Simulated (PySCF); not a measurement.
## Fractional electron number in Co⁻ (cobalt, charge -1)

The 3d beta orbital of [Ar] 3d8 4s2 is emptied in steps (occupation f), with all orbitals relaxed, ending at [Ar] 3d7 4s2. Calculation: PySCF 2.14, in aug-pcseg-2 (7s5p4d3f2g, 81 functions); the non-relativistic Hamiltonian (point nucleus). The exact energy is a straight line in f; departures are measured from the line between the end points of the same method.

```json
{"f": "1", "BLYP (eV)": "0.000"}
{"f": "0.9", "BLYP (eV)": "-0.374"}
{"f": "0.7", "BLYP (eV)": "-0.910"}
{"f": "0.5", "BLYP (eV)": "-1.127"}
{"f": "0.3", "BLYP (eV)": "-0.982"}
{"f": "0.1", "BLYP (eV)": "-0.434"}
{"f": "0", "BLYP (eV)": "0.000"}
```

Task: For BLYP, how does the orbital energy at f = 1 compare with the removal energy?

Result: −ε = -2.211 eV against a total-energy difference of 1.850 eV. By Janak's theorem ε = ∂E/∂f, so the gap between them reflects the curvature. Along the path −ε is -1.552 (f = 0.9), -0.070 (f = 0.7), 1.636 (f = 0.5), 3.543 (f = 0.3), 5.408 (f = 0.1) eV.

At f = 1 the orbital energy is positive for BLYP: only the finite basis holds the electron.

Reference removal energy between the ground levels: 0.662 eV (measured; photodetachment measurements, as compiled on the Wikipedia data page of electron affinities). The calculation has no spin-orbit coupling. The determinant left behind need not be the lowest term of the ion.
